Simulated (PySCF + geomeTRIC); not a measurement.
These are BP86-D3(BJ)/def2-SVP (PySCF + geomeTRIC) values and carry that method's errors. fastk is a local helper that only speeds up exchange builds. No frequencies were computed at this level.

```python
import json, numpy as np
from pyscf import gto, dft
from fastk import lowrank_exchange
atoms = """
Ti     0.021621    -0.163149    -0.096379
F      0.423165     0.880255    -1.407459
F     -0.042455     0.834834     1.306858
O      1.244992    -1.308277     0.093478
H      1.851375    -2.043642     0.185632
O     -1.500937    -0.834530    -0.367931
H     -2.322215    -1.303819    -0.517358
"""
def scf(charge, spin, dm0=None):
    mol = gto.M(atom=atoms, basis='def2-svp', ecp={}, charge=charge, spin=spin, verbose=3, max_memory=3780)
    mf = dft.KS(mol, xc='bp86').density_fit(auxbasis="def2-universal-jkfit")
    mf.disp = 'd3bj'
    mf.grids.level = 3
    mf.conv_tol = 1e-8
    mf.max_cycle = 120
    mf.level_shift = 0.25
    mf.kernel(dm0)
    if not mf.converged:
        mf = mf.newton().run(mf.mo_coeff, mf.mo_occ).undo_soscf()
    return mf
mf = scf(0, 0)
from pyscf.geomopt.geometric_solver import kernel as optimize
path = []
done, mol = optimize(mf, maxsteps=120, assert_convergence=False, callback=lambda env: path.append((env["energy"], bool(env["g_scanner"].converged))))
res = dict(converged=bool(done and path[-1][1]), energy=path[-1][0], path=[e for e, c in path], xyz=mol.atom_coords(unit="Angstrom").tolist(), nao=mol.nao)
json.dump(res, open("result.json", "w"))
```

Output:

```
converged SCF energy = -1200.80651084451
Geometry optimization cycle 1
converged SCF energy = -1200.8065108499
cycle 1: E = -1200.80651085  dE = -1200.81  norm(grad) = 0.0919543
Geometry optimization cycle 2
converged SCF energy = -1200.81732070946
cycle 2: E = -1200.81732071  dE = -0.0108099  norm(grad) = 0.0132082
Geometry optimization cycle 3
converged SCF energy = -1200.81763665382
cycle 3: E = -1200.81763665  dE = -0.000315944  norm(grad) = 0.00394862
Geometry optimization cycle 4
converged SCF energy = -1200.81773630519
cycle 4: E = -1200.81773631  dE = -9.96514e-05  norm(grad) = 0.00374736
Geometry optimization cycle 5
converged SCF energy = -1200.8179246767
cycle 5: E = -1200.81792468  dE = -0.000188372  norm(grad) = 0.00809085
Geometry optimization cycle 6
converged SCF energy = -1200.81818923624
cycle 6: E = -1200.81818924  dE = -0.00026456  norm(grad) = 0.0145202
Geometry optimization cycle 7
converged SCF energy = -1200.81844347022
cycle 7: E = -1200.81844347  dE = -0.000254234  norm(grad) = 0.0111904
Geometry optimization cycle 8
converged SCF energy = -1200.8187625198
cycle 8: E = -1200.81876252  dE = -0.00031905  norm(grad) = 0.00173752
Geometry optimization cycle 9
converged SCF energy = -1200.81877027588
cycle 9: E = -1200.81877028  dE = -7.75608e-06  norm(grad) = 0.00079642
Geometry optimization cycle 10
converged SCF energy = -1200.81877010211
cycle 10: E = -1200.8187701  dE = 1.7377e-07  norm(grad) = 0.000595489
Geometry optimization cycle 11
converged SCF energy = -1200.81876601136
cycle 11: E = -1200.81876601  dE = 4.09075e-06  norm(grad) = 0.00108239
Geometry optimization cycle 12
converged SCF energy = -1200.8187698105
cycle 12: E = -1200.81876981  dE = -3.79914e-06  norm(grad) = 0.000873403
Geometry optimization cycle 13
converged SCF energy = -1200.8187737177
cycle 13: E = -1200.81877372  dE = -3.90721e-06  norm(grad) = 0.00054968
Geometry optimization cycle 14
converged SCF energy = -1200.81877690663
cycle 14: E = -1200.81877691  dE = -3.18893e-06  norm(grad) = 0.000396408
Geometry optimization cycle 15
converged SCF energy = -1200.81877872429
cycle 15: E = -1200.81877872  dE = -1.81765e-06  norm(grad) = 0.000385441
Geometry optimization cycle 16
converged SCF energy = -1200.818779641
cycle 16: E = -1200.81877964  dE = -9.16719e-07  norm(grad) = 0.000394085
<class 'geometric.internal.Distance'> : 6
<class 'geometric.internal.Angle'> : 6
<class 'geometric.internal.LinearAngle'> : 4
<class 'geometric.internal.TranslationX'> : 1
<class 'geometric.internal.TranslationY'> : 1
<class 'geometric.internal.TranslationZ'> : 1
<class 'geometric.internal.RotationA'> : 1
<class 'geometric.internal.RotationB'> : 1
<class 'geometric.internal.RotationC'> : 1
Step    0 : Gradient = 3.476e-02/4.955e-02 (rms/max) Energy = -1200.8065108499
Step    1 : Displace = 6.863e-02/7.623e-02 (rms/max) Trust = 1.000e-01 (=) Grad = 4.992e-03/7.216e-03 (rms/max) E (change) = -1200.8173207095 (-1.081e-02) Quality = 0.793
Step    2 : Displace = 1.080e-02/1.610e-02 (rms/max) Trust = 1.414e-01 (+) Grad = 1.492e-03/2.326e-03 (rms/max) E (change) = -1200.8176366538 (-3.159e-04) Quality = 1.302
Step    3 : Displace = 1.114e-02/1.960e-02 (rms/max) Trust = 2.000e-01 (+) Grad = 1.416e-03/2.328e-03 (rms/max) E (change) = -1200.8177363052 (-9.965e-05) Quality = 1.491
Step    4 : Displace = 3.089e-02/5.578e-02 (rms/max) Trust = 2.828e-01 (+) Grad = 3.058e-03/4.934e-03 (rms/max) E (change) = -1200.8179246767 (-1.884e-04) Quality = 1.411
Step    5 : Displace = 7.333e-02/1.355e-01 (rms/max) Trust = 3.000e-01 (+) Grad = 5.488e-03/8.842e-03 (rms/max) E (change) = -1200.8181892362 (-2.646e-04) Quality = 1.001
Step    6 : Displace = 3.052e-02/5.650e-02 (rms/max) Trust = 3.000e-01 (=) Grad = 4.230e-03/6.851e-03 (rms/max) E (change) = -1200.8184434702 (-2.542e-04) Quality = 1.605
Step    7 : Displace = 4.198e-02/7.288e-02 (rms/max) Trust = 3.000e-01 (=) Grad = 6.567e-04/8.591e-04 (rms/max) E (change) = -1200.8187625198 (-3.190e-04) Quality = 0.993
Step    8 : Displace = 9.724e-03/1.858e-02 (rms/max) Trust = 3.000e-01 (=) Grad = 3.010e-04/4.337e-04 (rms/max) E (change) = -1200.8187702759 (-7.756e-06) Quality = 0.728
Step    9 : Displace = 4.972e-03/6.951e-03 (rms/max) Trust = 3.000e-01 (=) Grad = 2.251e-04/2.864e-04 (rms/max) E (change) = -1200.8187701021 (+1.738e-07) Quality = -0.012
Step   10 : Displace = 2.719e-03/3.978e-03 (rms/max) Trust = 2.486e-03 (-) Grad = 4.091e-04/6.334e-04 (rms/max) E (change) = -1200.8187660114 (+4.091e-06) Quality = -0.263
Step   11 : Displace = 1.292e-03/2.103e-03 (rms/max) Trust = 1.243e-03 (-) Grad = 3.301e-04/4.971e-04 (rms/max) E (change) = -1200.8187698105 (-3.799e-06) Quality = 0.531
Step   12 : Displace = 1.140e-03/1.959e-03 (rms/max) Trust = 1.243e-03 (=) Grad = 2.078e-04/2.802e-04 (rms/max) E (change) = -1200.8187737177 (-3.907e-06) Quality = 0.887
Step   13 : Displace = 1.785e-03/2.580e-03 (rms/max) Trust = 1.758e-03 (+) Grad = 1.498e-04/2.687e-04 (rms/max) E (change) = -1200.8187769066 (-3.189e-06) Quality = 0.377
Step   14 : Displace = 1.766e-03/3.257e-03 (rms/max) Trust = 1.758e-03 (=) Grad = 1.457e-04/2.593e-04 (rms/max) E (change) = -1200.8187787243 (-1.818e-06) Quality = 0.157
Step   15 : Displace = 9.251e-04/1.712e-03 (rms/max) Trust = 8.789e-04 (-) Grad = 1.490e-04/2.685e-04 (rms/max) E (change) = -1200.8187796410 (-9.167e-07) Quality = 0.156
Converged! =D
```

Cost: about 100 core-seconds (a rough figure).
